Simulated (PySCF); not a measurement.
Compound: C3H4FGaO.
Geometry (PBE0-D3(BJ)/def2-SVP, Å), atoms numbered from 1 in this order:
```
atom  x, y, z in Å
C1     3.3493    0.6077   -0.5772
C2     2.1478    0.5556   -0.3924
Ga3    0.2853    0.4857   -0.1251
F4    -0.7793    1.6502   -0.8835
O5    -0.5288   -0.7158    0.8712
C6    -1.9168   -0.7883    1.0654
H7     4.4122    0.6510   -0.7410
H8    -2.4722    0.0116    0.5451
H9    -2.1492   -0.7198    2.1423
H10   -2.2980   -1.7588    0.7029
```

Computed with PBE0-D3(BJ)/def2-SVP geometry optimisation, gas phase (PySCF 2.14.0).

Which atoms are bound to Ga3, and at what distances?

3 atoms: F4 1.751 Å, O5 1.760 Å, C2 1.883 Å. The nearest atom not counted as bound is C6, at 2.81 Å.

List the angles at Ga3.

| angle | degrees | distance of the outer atoms (Å) |
| --- | --- | --- |
| C2–Ga3–O5 | 124.3 | 3.22 |
| C2–Ga3–F4 | 121.0 | 3.16 |
| F4–Ga3–O5 | 114.7 | 2.96 |

What is the shape at Ga3?

Planar: angles 124.3°, 121.0° and 114.7°, sum 360.0°, 0.00 Å off the plane of its three neighbours.

What are the other bond lengths?

C1≡C2 1.217 Å; O5–C6 1.403 Å; C1–H7 1.076 Å; C6–H8, C6–H9, C6–H10 1.104 Å.

Give some angles away from the centre.

C1–C2–Ga3 179.3°, Ga3–O5–C6 124.8°.

What are the rotational constants (commonest isotopes, rigid rotor)?

A = 5200, B = 1612, C = 1240 MHz: an asymmetric top.

Point group: Cs (tolerance 0.08 Å). Charge 0, singlet. PBE0-D3(BJ)/def2-SVP frequencies: not computed here.

One conformer stands for the species.
